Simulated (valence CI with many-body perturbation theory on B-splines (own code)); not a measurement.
The numbers below are computed, except where a source is named.
**Sensitivity of CI+MBPT for Kr³¹⁺**

Level of theory: relativistic CI+MBPT: three valence electrons over a frozen Dirac-Fock core [He], a basis of 6 s, 6 p, 5 d, 3 f, 1 g functions for each j, with the one-electron correlation potential Σ1 (screened to all orders), the two-electron term Σ2, the three-electron term Σ3, Breit, model QED; selected single and double excitations, second order for the rest, scaled by the run's own slope (own B-spline code, finite nucleus).

The last digits are not significant, and no measured levels were compared; by estimate large intervals hold to a few tenths of a per cent, small ones and those within an open d or f shell to about a per cent.

The reference run has the lowest level (2s^2 2p1/2) J=1/2 and an ionisation energy of 3753.06 eV. Its largest variational space holds 4261 state functions.

Levels are named by their leading jj configuration (3d3/2^4 stands for four electrons in 3d with j = 3/2), which in mixed levels can hold well under half, so a name can repeat and another be missing. Letters in brackets count levels of one name in rising energy.

Changed runs:
A. box radius (bohr) 1.824 → 3.12; core polarisation of operators on → off
B. highest l in the core sums 6 → 5
C. scale of Σ1 1 → 0
D. start configuration 2s2 2p1 → 2s2 3p1 (bad on purpose)

Excitation energies of the reference run in cm⁻¹, and shifts in cm⁻¹:

```tsv
Level	Reference	A	B	C
(2s^2 2p3/2) J=3/2	492460	-6.3	+0.4	-289
(2s 2p1/2^2) J=1/2	697759	-8.3	-5.2	+1548
(2s 2p1/2 2p3/2) J=3/2 [a]	1013480	-13	-4.8	+1291
(2s 2p1/2 2p3/2) J=5/2	1154130	-14	-4.7	+1256
(2s 2p1/2 2p3/2) J=3/2 [b]	1429850	-14	-4.8	+1272
(2s 2p1/2 2p3/2) J=1/2	1504060	-13	-4.9	+1334
(2s 2p3/2^2) J=5/2	1670790	-19	-4.4	+1019
(2s 2p3/2^2) J=1/2	2029550	-19	-4.4	+987
(2s 2p3/2^2) J=3/2	2040350	-19	-4.4	+1011
(2p1/2^2 2p3/2) J=3/2	2256780	-21	-10	+2855
(2p1/2 2p3/2^2) J=3/2	2634680	-27	-10	+2627
(2p1/2 2p3/2^2) J=5/2	2732760	-27	-10	+2606
Ionisation energy (eV)	3753.06	+0.00028	+0.00088	-0.35
```

Run D: It gave no result: the start configuration must fill the lowest shells above the core. The program said: "3p is not the lowest shell of its kind above the core".
